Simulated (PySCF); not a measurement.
Can point charges reproduce the dipole moment of `CC[Si@@H](S[SiH3])C1CC1`?

Coordinates (GFN2-xTB, Å) and charges (e) from the PBE0/pcSseg-1 density (PySCF):

| atom | x | y | z | Mulliken | IAO | Hirshfeld | ESP-fitted |
| --- | --- | --- | --- | --- | --- | --- | --- |
| C1 | -2.098 | -1.818 | -0.005 | -0.2954 | -0.4097 | -0.1160 | -0.2467 |
| C2 | -1.551 | -0.512 | 0.558 | -0.5742 | -0.5383 | -0.1592 | +0.0137 |
| Si3 | -0.122 | 0.190 | -0.481 | +0.8148 | +0.8420 | +0.3459 | +0.1615 |
| S4 | 0.688 | 1.954 | 0.485 | -0.5836 | -0.4565 | -0.1739 | -0.3590 |
| Si5 | -0.963 | 3.307 | 0.581 | +0.4723 | +0.5557 | +0.2989 | +0.3819 |
| C6 | 1.304 | -1.026 | -0.633 | -0.5654 | -0.4222 | -0.1351 | -0.1456 |
| C7 | 2.427 | -1.037 | 0.372 | -0.2051 | -0.2804 | -0.0882 | -0.1813 |
| C8 | 2.681 | -0.552 | -1.013 | -0.1978 | -0.2784 | -0.0876 | -0.3284 |
| H9 | -1.326 | -2.583 | -0.014 | +0.1193 | +0.1366 | +0.0391 | +0.0592 |
| H10 | -2.449 | -1.677 | -1.024 | +0.1168 | +0.1366 | +0.0389 | +0.0713 |
| H11 | -2.931 | -2.181 | 0.596 | +0.1218 | +0.1441 | +0.0424 | +0.0651 |
| H12 | -1.220 | -0.676 | 1.586 | +0.1510 | +0.1506 | +0.0391 | +0.0305 |
| H13 | -2.360 | 0.220 | 0.608 | +0.1507 | +0.1431 | +0.0352 | +0.0462 |
| H14 | -0.598 | 0.606 | -1.808 | -0.0369 | -0.1347 | -0.0847 | -0.0392 |
| H15 | -2.000 | 2.743 | 1.438 | -0.0684 | -0.1237 | -0.0732 | -0.0907 |
| H16 | -0.374 | 4.507 | 1.149 | -0.0615 | -0.0983 | -0.0656 | -0.0432 |
| H17 | -1.476 | 3.509 | -0.769 | -0.0649 | -0.1195 | -0.0732 | -0.0697 |
| H18 | 1.030 | -1.997 | -1.027 | +0.1493 | +0.1523 | +0.0444 | +0.1474 |
| H19 | 2.831 | -1.993 | 0.670 | +0.1295 | +0.1494 | +0.0483 | +0.1100 |
| H20 | 2.405 | -0.302 | 1.161 | +0.1527 | +0.1510 | +0.0367 | +0.1142 |
| H21 | 2.829 | 0.507 | -1.151 | +0.1457 | +0.1510 | +0.0391 | +0.1573 |
| H22 | 3.264 | -1.169 | -1.681 | +0.1293 | +0.1494 | +0.0487 | +0.1454 |

Problem. Compute μ = Σ q r for each scheme (1 e·Å = 4.803 D) and compare with the dipole of the full density.

Solution. The full density gives (-1.26, -1.08, -0.19) D, 1.67 D in size; dipole vectors point from the negative to the positive end.

```json
{"scheme": "Mulliken", "μx": "-2.65", "μy": "0.37", "μz": "-1.36", "size (D)": "3.00", "share of the full size (%)": "180", "angle to the full dipole (°)": "50"}
{"scheme": "IAO", "μx": "-1.42", "μy": "0.04", "μz": "-0.72", "size (D)": "1.59", "share of the full size (%)": "95", "angle to the full dipole (°)": "45"}
{"scheme": "Hirshfeld", "μx": "-0.56", "μy": "-0.14", "μz": "-0.12", "size (D)": "0.59", "share of the full size (%)": "35", "angle to the full dipole (°)": "26"}
{"scheme": "ESP-fitted", "μx": "-1.24", "μy": "-1.07", "μz": "-0.24", "size (D)": "1.65", "share of the full size (%)": "99", "angle to the full dipole (°)": "2"}
```

Problem. Which set comes closest?

Solution. Length of the difference vector: ESP-fitted 0.05 D, Hirshfeld 1.17 D, IAO 1.25 D, Mulliken 2.32 D. Closest: ESP-fitted. The schemes that divide the density aren't constrained to reproduce the dipole.

Problem. What is left for the Hirshfeld atoms' own dipoles?

Solution. The shares of the density sum to the whole, so what Σ q r misses lies in dipoles about the nuclei. The atomic dipoles sum to (-1.26, -1.08, -0.19) − (-0.56, -0.14, -0.12) = (-0.70, -0.94, -0.07) D, 1.17 D in size.

Problem. With the origin at the mean of the coordinates, (0.000, 0.001, -0.018) Å, which are the largest single terms, by size, of the IAO dipole along the direction of the full one?

Solution. C1 -5.42, S4 +4.03, Si5 -3.95, C2 -3.71, H11 +2.46 D; all 22 atoms together +1.13 D. The single terms depend on the origin, their sum doesn't.

Problem. Give the size of the full dipole in other units.

Solution. 1.67 D = 0.657 au = 0.348 e·Å = 5.57 × 10⁻³⁰ C·m.

One conformer (not necessarily the lowest) at the GFN2-xTB geometry, without solvent, vibrations or thermal averaging.

Conformer computed: `[CH3:1][CH2:2][Si@@H:3]([S:4][SiH3:5])[CH:6]1[CH2:7][CH2:8]1`: C1–C2–Si3–S4 -175°, C2–Si3–S4–Si5 -60°, C2–Si3–C6–C7 -90°.
